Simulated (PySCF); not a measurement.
Property card for `CC(C)S(=O)(=O)Cl`

Species: C3H7ClO2S.
Z-matrix (Å and degrees, PBE0-D3(BJ)/def2-TZVP geometry), rows numbered from 1:
```
C 
C   1  1.5148
C   2  1.5146  1  114.40
S   2  1.7944  1  111.27  3  -127.11
O   4  1.4259  2  109.55  1   176.73
O   4  1.4257  2  109.57  1   -48.39
Cl  4  2.0587  2  101.73  1    64.18
H   1  1.0893  2  111.65  3   178.35
H   1  1.0918  2  108.62  3   -61.87
H   1  1.0911  2  110.84  3    56.81
H   2  1.0984  1  110.01  3   124.45
H   3  1.0911  2  110.86  1   -57.38
H   3  1.0893  2  111.62  1  -178.91
H   3  1.0918  2  108.68  1    61.30
```

**PBE0-D3(BJ)/def2-TZVP geometry optimisation, gas phase (PySCF)**

```yaml
Point_group: Cs
Rotational_constants_A_B_C: 2.172, 1.659, 1.538 GHz
```

**B97-2/pcSseg-2 ground state and GIAO shieldings, non-relativistic (PySCF)**

```yaml
Dipole_moment: 4.37 D
HOMO_energy: -8.81 eV
LUMO_energy: -1.40 eV
HOMO–LUMO_gap: 7.41 eV
13C_chemical_shifts_computed_TMS_as_zero_by_class: 69.8 (C2), 19.0 (C1/C3) ppm
1H_chemical_shifts_computed_TMS_as_zero_by_class: 3.20 (H11), 1.46 (H8/H9/H10/H12/H13/H14) ppm
Isotropic_shieldings_of_nuclei_other_than_C_and_H_by_class: 49 (O5/O6), 126 (S4), 448 (Cl7) ppm
```

Monoisotopic mass (most abundant isotopes): 141.9855 u.

With B = h/(8π²I), that is 505.379 GHz u Å² over I, the principal moments of inertia are 232.7, 304.6 and 328.5 u Å² (most abundant isotopes); the inertial defect Ic − Ia − Ib is -208.8 u Å² (zero for a rigid planar frame, negative otherwise). The rotational constants make it an asymmetric top with κ = (2B − A − C)/(A − C) = -0.62, nearer the prolate limit (−1). In atomic units the dipole is 1.72 e·bohr (1 au = 2.5417 D).

One conformer (not necessarily the lowest) at the PBE0-D3(BJ)/def2-TZVP geometry, without solvent or vibrations. NMR classes are plain means over equivalent atoms (diastereotopic ones count apart unless rotation or inversion swaps them), as if these changed places fast; in this geometry the members of some classes differ.

For the geometry optimisation (PBE0-D3(BJ)/def2-TZVP), on Arm Neoverse V1, one thread, shared host with 32 logical CPUs at a one-minute load of 16, this took 4.9 min wall and 1.6 GiB of memory at its peak.
